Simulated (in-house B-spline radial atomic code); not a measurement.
Configurations of Kr³⁺, with energies counted from [Ar] 3d10 4s2 4p3. All numbers are computed (non-relativistic M06-2X, spin-polarised, spherical fractional occupations, exact exchange averaged over the configuration; point nucleus) with a radial B-spline atomic code at the basis-set limit, not measured. Shells without spins written out take the highest spin.

Occupations are held fixed; configurations that lie above the ionisation limit could autoionise.

```csv
configuration,E - E(ref) (eV),highest orbital,its <r> (bohr)
[Ar] 3d9 4s2 4p4,87.278,4p down,1.637
[Ar] 3d9 4s2 4p3 5p1,115.83,5p up,3.607
[Ne] 3s2 3p5 3d10 4s2 4p3 5d1,235.94,5d up,4.733
```

(1) Order these further configurations by energy, lowest first.
A. [Ne] 3s2 3p5 3d10 4s2 4p3 4f1
B. [Ne] 3s2 3p5 3d10 4s2 4p3 4d1
C. [Ar] 3d9 4s2 4p3 4f1

Results:

(1) C (122.6 eV), B (221 eV), A (237.12 eV).
